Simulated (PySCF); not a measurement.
BrClHInO. Atoms are numbered in the order given.

```xyz
5

In     0.2927     0.4549     0.0000
Cl    -1.3861     2.1029     0.0000
Br    -0.3075    -1.9420     0.0000
O      2.2108     0.9961     0.0000
H      2.2975     1.9616     0.0000
```
Charge 0, spin multiplicity 1.

Geometry optimised at B3LYP-D3(BJ)/def2-SVP. The structure was generated by enumeration; whether it is a known compound was not checked. The def2 effective core potentials stand for the cores of In; spin–orbit coupling is left out. Other conformers were not sampled.

These are IEF-PCM-PBE0/def2-SVP (PySCF) values and carry that method's errors.

The values are the electrostatic part of the solvation free energy, E(continuum) − E(gas) at the gas-phase geometry, in a cavity of scaled van der Waals radii (PySCF's table); cavitation and dispersion terms are not included. A continuum can't describe solvent molecules that bind to the metal. In vacuum the orbital gap is 5.91 eV. The dipole moment in vacuum is 1.25 D.

Computed values in water (ε = 78.36), ethylethanoate (ε = 5.99), acetonitrile (ε = 35.69):
```
solvent             ε  ΔG(elec) (kcal/mol)  dipole (D)  gap (eV)
--------------  -----  -------------------  ----------  --------
water           78.36                 -9.5        1.73      6.19
ethylethanoate   5.99                 -7.2        1.60      6.12
acetonitrile    35.69                 -9.2        1.72      6.18
```
